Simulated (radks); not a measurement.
All-electron atom: Cr+ in [Ar] 3d5 (the NIST ground configuration).

Method: Dirac Kohn-Sham, PBE, spin-unpolarised, spherical densities, finite nucleus; open shells fill j = l - 1/2 first; Fermi nuclear charge, rms radius 3.6452 fm; computed with a radial shooting solver on a logarithmic mesh with Libxc functionals.

Energy parts (eV):
part                      energy
total                 -28579.920
kinetic                28915.743
electron-nucleus      -68096.339
Hartree                11920.980
exchange-correlation   -1320.305

Orbitals (lengths in bohr, moments of r in powers of bohr):
| orbital | occ. | eigenvalue (eV) | <1/r> | small-component weight |
|---|---|---|---|---|
| 1s1/2 | 2 | -5886.780 | 23.88 | 7.42e-03 |
| 2s1/2 | 2 | -673.6746 | 5.068 | 1.33e-03 |
| 2p1/2 | 2 | -573.0393 | 5.008 | 1.31e-03 |
| 2p3/2 | 4 | -564.3890 | 4.932 | 1.29e-03 |
| 3s1/2 | 2 | -80.9277 | 1.565 | 2.78e-04 |
| 3p1/2 | 2 | -53.1033 | 1.433 | 2.41e-04 |
| 3p3/2 | 4 | -52.0924 | 1.416 | 2.38e-04 |
| 3d3/2 | 4 | -9.8947 | 0.9933 | 1.30e-04 |
| 3d5/2 | 1 | -9.8148 | 0.9886 | 1.29e-04 |

The highest occupied level is 3d5/2 at -9.815 eV. For comparison, the ionisation energy in NIST's Atomic Spectra Database is 16.486 eV (measured). In exact Kohn-Sham theory the highest level is minus the ionisation energy, but local and semilocal functionals leave it too shallow, through self-interaction and a potential that decays too fast; potentials with the right tail come closer. Summed over all electrons, <r^2> = 22.91 bohr^2, which gives a Langevin (diamagnetic) susceptibility term of -18.1 x 10^-6 cm^3/mol.

Run on one thread of a shared host, so times are rough (Arm Neoverse V2): 0.08 s of CPU time, 0.08 s wall, 16 iterations on 2189 mesh points.

Beside tabulated values, note that spin-unpolarised runs miss the spin-polarisation part of the exchange energy of open shells.
